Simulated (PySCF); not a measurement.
MgCl, SMILES [Mg][Cl], multiplicity 2. Atoms are numbered in the order given.

```xyz
2

Mg     0.0000     0.0000    -1.3032
Cl     0.0000     0.0000     0.9199
```
Charge 0, spin multiplicity 2.

Geometry optimised at B3LYP-D3(BJ)/def2-TZVPD. The multiplicity is an assumed one; other spin states were not compared.

Computed with CAM-B3LYP/def2-TZVPD (PySCF).

Mulliken values depend strongly on the basis, most of all with diffuse functions as here. ESP charges are fitted to the potential on shells at 1.4 to 2.0 van der Waals radii. Atomic charges (e):

```
atom  meta-Löwdin  ESP fit  Mulliken spin
----  -----------  -------  -------------
Mg1           ___     0.39           0.95
Cl2           ___    -0.39           0.05
```

**Question.** Fill in the missing entries. (Estimate from the structure and the level; the computed values follow.)

**Answer.** 
- Mg1, meta-Löwdin: 0.84
- Cl2, meta-Löwdin: -0.84
